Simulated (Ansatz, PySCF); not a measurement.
Complex: C2H2 (SMILES C#C) (first 4 atoms) with CH4O (SMILES CO); geometry from B3LYP-D3(BJ)/def2-TZVP.
(charge 0, multiplicity 1):
```xyz
10

C      0.3410     0.3800     0.1368
C     -0.4015    -0.5376     0.3383
H      0.9974     1.1948    -0.0518
H     -1.0568    -1.3544     0.5228
C      0.0197     0.2876     4.0555
O      0.7803    -0.6965     3.3744
H      0.4452     1.2916     3.9425
H      0.0325     0.0280     5.1136
H     -1.0229     0.3121     3.7184
H      0.7440    -0.5069     2.4290
```

Monomers are frozen at their geometry in the pair; levels with a basis set take the counterpoise correction.

Rows in 6-31G* carry no dispersion term and start afresh at each structure (6-31G* with six Cartesian d functions).

Run with Ansatz (an electronic-structure program) with Gaussian orbitals; PySCF for 6-31G* rows, the dispersion terms. Values without a source in brackets are computed.

One of these levels gives -1.07 kcal/mol for the interaction energy. Which?
A) BLYP-D4/def2-TZVPPD
B) PBE/def2-TZVPPD
C) BLYP/def2-TZVPPD
D) B3LYP/6-31G*

C, BLYP/def2-TZVPPD. The others give -2.37 (PBE/def2-TZVPPD), -2.81 (BLYP-D4/def2-TZVPPD), -1.81 (B3LYP/6-31G*)
